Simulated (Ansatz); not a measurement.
Relaxation of CH$_{10}$N$_{2}$OSi$_{2}$ (16 atoms, charge 0, multiplicity 1), to a largest force component of 0.02 eV/Å in at most 40 steps.

The calculation used RKS PBE-D4/STO-3G (Ansatz).

```xyz
16
Properties=species:S:1:pos:R:3
C 0.432 -1.074 2.144
Si 0.959 -0.591 0.434
O 0.887 -1.876 -0.638
Si -0.325 1.152 -0.415
N -0.222 1.364 -2.097
N -2.046 0.785 -0.486
H 1.027 -1.823 2.565
H -0.614 -1.367 2.116
H 0.441 -0.154 2.851
H 2.375 -0.124 0.505
H 1.450 -2.648 -0.364
H -0.206 2.449 0.276
H 0.594 1.901 -2.276
H -0.129 0.476 -2.511
H -2.168 -0.057 -1.081
H -2.478 1.566 -0.980
```

Q: Where does it end, and by what steps?

A: The forces met the threshold. Limits of this set-up: minimal basis. After 7 steps the energy has fallen by 1.352 eV; H14 moved furthest, 0.40 Å.

```csv
step,energy less start (eV),largest force component (eV/Å),accepted
0,0.0000,3.761,yes
1,-1.1387,1.197,yes
2,-1.2991,0.484,yes
3,-1.3355,0.309,yes
4,-1.3464,0.178,yes
5,-1.3501,0.117,yes
6,-1.3514,0.023,yes
7,-1.3517,0.019,yes
```

```xyz
16
Properties=species:S:1:pos:R:3
C 0.364 -1.021 2.134
Si 0.927 -0.536 0.392
O 0.805 -1.866 -0.727
Si -0.351 1.121 -0.515
N -0.090 1.504 -2.270
N -2.072 0.668 -0.230
H 0.956 -1.860 2.537
H -0.698 -1.317 2.146
H 0.479 -0.170 2.827
H 2.329 -0.111 0.517
H 1.388 -2.591 -0.274
H -0.137 2.393 0.167
H 0.839 2.024 -2.334
H 0.147 0.593 -2.770
H -2.253 -0.226 -0.779
H -2.657 1.371 -0.776
```

Whether the end is a true minimum wasn't checked by a vibrational analysis.

Run time: 31 s on 1 CPU thread of a shared host.
